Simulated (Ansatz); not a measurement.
C2H6Si2, SMILES `[SiH2]=C1C[SiH2]1` (charge 0, multiplicity 1).

These are Ansatz (a first-principles code) with LC-ωPBE/cc-pVTZ // B3LYP-D3(BJ)/def2-TZVP values and carry that method's errors.

Ansatz 0.2 input:
```yaml
crystal:
  periodic: [false, false, false]
  atoms:
    - { symbol: Si, position_ang: [1.974305, -0.126047, 0.190047] }
    - { symbol: C, position_ang: [0.29818, -0.00529, 0.034822] }
    - { symbol: C, position_ang: [-0.892757, 0.891709, 0.34486] }
    - { symbol: Si, position_ang: [-1.281507, -0.701055, -0.527591] }
    - { symbol: H, position_ang: [2.836322, 0.89163, 0.82692] }
    - { symbol: H, position_ang: [2.705481, -1.298534, -0.31987] }
    - { symbol: H, position_ang: [-0.948382, 1.832466, -0.197904] }
    - { symbol: H, position_ang: [-1.153861, 1.010498, 1.393823] }
    - { symbol: H, position_ang: [-1.629181, -0.685558, -1.96065] }
    - { symbol: H, position_ang: [-1.9086, -1.809822, 0.215544] }
basis:
  gaussian: { orbitals: cc-pVTZ }
hamiltonian:
  xc: lc_wpbe
```

Output:

```
Functional definition: LC-wPBE
1238 factors; their error is unknown
432 factors; integrals over basis functions are off by at most 2.9e-5 eV
mean field evaluation 1: about -17912.4795 eV, gradient 5.0e1 eV
mean field evaluation 2: about -17910.5485 eV, gradient 5.6e1 eV
mean field evaluation 4: about -17918.7599 eV, gradient 2.2e0 eV
mean field evaluation 8: about -17918.7762 eV, gradient 1.5e-1 eV
mean field evaluation 16: about -17918.7235 eV, gradient 1.1e-4 eV
mean field -17918.72346379 eV, -658.5009415474 hartree, gradient 3.1e-5 eV, S^2 0.000000; 0 other end points of the search recorded, 0 dependent functions left out
reference -17918.72346380 eV, -658.5009415477 hartree; 23, 23 occupied and 189, 189 virtual orbitals, 1238 factors
Total energy: -17918.72346380 eV, -658.5009415477 hartree
```
